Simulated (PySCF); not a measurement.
PySCF job for Nb(NH)(F)2(NH2) (F2H3N2Nb), SMILES [F][Nb]([F])([NH2])=[NH], multiplicity 1, PBE-D3(BJ)/def2-SVP. Geometry optimised at PBE-D3(BJ)/def2-SVP. The multiplicity is an assumed one; other spin states were not compared. The def2 effective core potentials stand for the cores of Nb; spin–orbit coupling is left out. The values are those of a single conformer.

```python
import numpy as np
from pyscf import gto, scf, dft, df
from pyscf.hessian import thermo

mol = gto.M(
    atom='''
    Nb   -0.03931080    0.02394999    0.00000000
    N     0.21304030    1.76411777   -0.00000000
    H     0.21140421    2.78778500    0.00000000
    F    -0.96293908   -0.52835639    1.56177113
    F    -0.96293911   -0.52835639   -1.56177112
    N     1.79628969   -0.68102634   -0.00000002
    H     2.67225414   -0.15118691   -0.00000003
    H     1.99567798   -1.68977256   -0.00000002
    ''',
    basis='def2-SVP',
    ecp={'Nb': 'def2-svp'},
    charge=0,
    spin=0,
    max_memory=1600,
    verbose=3,
)
mf = dft.RKS(mol, xc='pbe').density_fit(auxbasis='def2-universal-jkfit')
mf.disp = 'd3bj'
mf.grids.level = 3
mf.conv_tol = 1e-11
mf.max_cycle = 100
mf.kernel()

# [left out here: the lines that compute and print the analytic Hessian (its translational invariance restored by hand, since the grid's response is missing), thermochemistry and intensities]
```

Output:

```
converged SCF energy = -367.661245921346

WARN: DFTD3 does not support analytical Hessian, using finite difference


WARN: Mole.unit (angstrom) is changed to Bohr

Mode                                 0                   1                   2
Irrep
Freq [cm^-1]                      163.4082            170.2169            188.9611
Reduced mass [au]                  16.4063              5.5396              7.6541
Force const [Dyne/A]                0.2581              0.0946              0.1610
Char temp [K]                     235.1080            244.9042            271.8730
Normal mode                   x     y     z       x     y     z       x     y     z
       0  Nb                 0.03  0.00 -0.00    0.00  0.00  0.03    0.01 -0.05 -0.00
       1   N                 0.01  0.01 -0.00    0.00  0.00  0.01   -0.03 -0.05  0.00
       2   H                -0.05  0.01  0.00   -0.00  0.00 -0.01   -0.06 -0.05  0.00
       3   F                -0.11 -0.03 -0.10   -0.09  0.04 -0.00   -0.03  0.10  0.03
       4   F                -0.11 -0.03  0.10    0.09 -0.04 -0.00   -0.03  0.10 -0.03
       5   N                 0.05  0.02  0.00    0.00  0.00 -0.17    0.07  0.07  0.00
       6   H                 0.04  0.04  0.00    0.00  0.00 -0.26    0.00  0.18  0.00
       7   H                 0.08  0.03  0.00    0.00  0.00 -0.25    0.20  0.10 -0.00
Mode                                 3                   4                   5
Irrep
Freq [cm^-1]                      208.7866            236.1596            410.5993
Reduced mass [au]                   4.7267              3.1769              1.0936
Force const [Dyne/A]                0.1214              0.1044              0.1086
Char temp [K]                     300.3975            339.7810            590.7610
Normal mode                   x     y     z       x     y     z       x     y     z
       0  Nb                -0.00  0.00 -0.03    0.03  0.00  0.00   -0.00 -0.00  0.00
       1   N                 0.00  0.00  0.17   -0.17  0.03  0.00   -0.00 -0.00 -0.06
       2   H                 0.00  0.00  0.31   -0.39  0.03  0.00   -0.00 -0.00 -0.05
       3   F                 0.02  0.09 -0.00    0.01  0.04 -0.01   -0.00 -0.01  0.01
       4   F                -0.02 -0.09 -0.00    0.01  0.04  0.01    0.00  0.01  0.01
       5   N                -0.00 -0.00  0.00   -0.01 -0.11 -0.00    0.00 -0.00  0.04
       6   H                -0.00 -0.00  0.19    0.08 -0.25 -0.00   -0.00  0.00  0.45
       7   H                -0.00 -0.00 -0.16   -0.15 -0.15 -0.00    0.00  0.00 -0.84
Mode                                 6                   7                   8
Irrep
Freq [cm^-1]                      462.3756            501.1411            552.0633
Reduced mass [au]                   1.1681              1.2658              1.2047
Force const [Dyne/A]                0.1471              0.1873              0.2163
Char temp [K]                     665.2556            721.0304            794.2962
Normal mode                   x     y     z       x     y     z       x     y     z
       0  Nb                -0.00 -0.00  0.00    0.00 -0.00  0.01   -0.01  0.00  0.00
       1   N                -0.00 -0.00 -0.07   -0.00  0.00 -0.08    0.07  0.01  0.00
       2   H                 0.00  0.00  0.75    0.00  0.00  0.52   -0.60  0.02  0.00
       3   F                 0.00  0.00 -0.01   -0.01 -0.01  0.01    0.01 -0.00 -0.01
       4   F                -0.00 -0.00 -0.01    0.01  0.01  0.01    0.01 -0.00  0.01
       5   N                 0.00  0.00  0.07    0.00 -0.00 -0.10   -0.03 -0.07 -0.00
       6   H                -0.00 -0.00 -0.49    0.00  0.00  0.62   -0.31  0.39 -0.00
       7   H                -0.00 -0.00 -0.20    0.00  0.00  0.34    0.46  0.03 -0.00
Mode                                 9                  10                  11
Irrep
Freq [cm^-1]                      606.3169            656.2453            680.6242
Reduced mass [au]                   1.5531             11.3602             20.9233
Force const [Dyne/A]                0.3364              2.8825              5.7108
Char temp [K]                     872.3550            944.1908            979.2668
Normal mode                   x     y     z       x     y     z       x     y     z
       0  Nb                -0.01  0.01  0.00   -0.01 -0.02  0.00   -0.00 -0.00 -0.05
       1   N                -0.09  0.02  0.00    0.01 -0.02  0.00   -0.00 -0.00  0.01
       2   H                 0.60  0.01  0.00   -0.03 -0.03  0.00    0.00 -0.00  0.03
       3   F                 0.02  0.01 -0.04    0.07  0.04 -0.11   -0.07 -0.04  0.12
       4   F                 0.02  0.01  0.04    0.07  0.04  0.11    0.07  0.04  0.12
       5   N                 0.05 -0.10 -0.00   -0.08  0.05 -0.00   -0.00  0.00  0.01
       6   H                -0.14  0.22 -0.00   -0.04 -0.02  0.00   -0.00  0.00 -0.07
       7   H                 0.44 -0.01 -0.00   -0.18  0.03 -0.00   -0.00  0.00  0.03
Mode                                12                  13                  14
Irrep
Freq [cm^-1]                      712.5840            990.9961           1457.8572
Reduced mass [au]                   3.9590              8.0517              1.1208
Force const [Dyne/A]                1.1844              4.6589              1.4035
Char temp [K]                    1025.2497           1425.8228           2097.5319
Normal mode                   x     y     z       x     y     z       x     y     z
       0  Nb                 0.05 -0.01  0.00    0.01  0.04 -0.00   -0.00  0.00  0.00
       1   N                -0.05  0.01 -0.00   -0.03 -0.23 -0.00   -0.00 -0.00  0.00
       2   H                 0.24  0.01 -0.00   -0.04 -0.25  0.00    0.01 -0.00 -0.00
       3   F                -0.02 -0.01  0.03    0.00 -0.00 -0.00   -0.00  0.00 -0.00
       4   F                -0.02 -0.01 -0.03    0.00 -0.00  0.00   -0.00  0.00  0.00
       5   N                -0.19  0.03  0.00   -0.01 -0.01 -0.00    0.08 -0.03 -0.00
       6   H                -0.31  0.23  0.00   -0.03  0.02  0.00   -0.31  0.57  0.00
       7   H                -0.02  0.07  0.00    0.03  0.00 -0.00   -0.66 -0.15  0.00
Mode                                15                  16                  17
Irrep
Freq [cm^-1]                     3447.5657           3551.9794           3563.4988
Reduced mass [au]                   1.0523              1.0844              1.0918
Force const [Dyne/A]                7.3693              8.0605              8.1684
Char temp [K]                    4960.2795           5110.5075           5127.0813
Normal mode                   x     y     z       x     y     z       x     y     z
       0  Nb                -0.00 -0.00  0.00   -0.00 -0.00  0.00    0.00 -0.00  0.00
       1   N                -0.00 -0.00  0.00    0.00  0.07 -0.00   -0.00 -0.01  0.00
       2   H                 0.00  0.01  0.00   -0.00 -0.95  0.00    0.00  0.07 -0.00
       3   F                -0.00 -0.00  0.00   -0.00 -0.00  0.00    0.00  0.00 -0.00
       4   F                -0.00 -0.00 -0.00   -0.00 -0.00 -0.00    0.00  0.00  0.00
       5   N                 0.04 -0.04 -0.00   -0.00 -0.01  0.00   -0.05 -0.06  0.00
       6   H                -0.39 -0.27  0.00    0.05  0.03 -0.00    0.72  0.44 -0.00
       7   H                -0.15  0.84  0.00   -0.01  0.04  0.00   -0.10  0.44  0.00
temperature 298.1500 [K]
pressure 101325.00 [Pa]
Rotational constants [GHz] 3.09353 3.08888 2.72289
Symmetry number 1
Zero-point energy (ZPE) 0.04229 [Eh]   111021.703 [J/mol]
                           tot       elec      trans        rot        vib
Entropy [J/mol/K]       349.574      0.000    172.192    112.615     64.767
Cv [J/mol/K]            102.253      0.000     12.472     12.472     77.309
Cp [J/mol/K]            110.567      0.000     20.786     12.472     77.309
Internal energy [J/mol]                      3718.434   3718.434 122535.788
Internal energy [Eh]   -367.61174  -367.66125
Enthalpy [J/mol]                             6197.391   3718.434 122535.788
Enthalpy [Eh]          -367.61080
Gibbs free energy [J/mol]                  -45141.719 -29857.589 103225.577
Gibbs free energy [Eh] -367.65050
mode   freq/cm-1   IR/(km/mol)
   1      163.41         7.567
   2      170.22         0.026
   3      188.96         2.928
   4      208.79         0.516
   5      236.16         6.153
   6      410.60        25.070
   7      462.38         8.895
   8      501.14       314.124
   9      552.06        60.643
  10      606.32        14.721
  11      656.25        72.559
  12      680.62       137.503
  13      712.58       170.005
  14      991.00       108.747
  15     1457.86        20.273
  16     3447.57        56.609
  17     3551.98       128.180
  18     3563.50        48.293
max |gradient| / (hartree/bohr): 0.00011310057768509821
APT charges: [ 2.1065 -0.8741  0.325  -0.609  -0.609  -0.7048  0.1828  0.1826]
```

The run converged.

Cost: roughly 70 core-seconds.
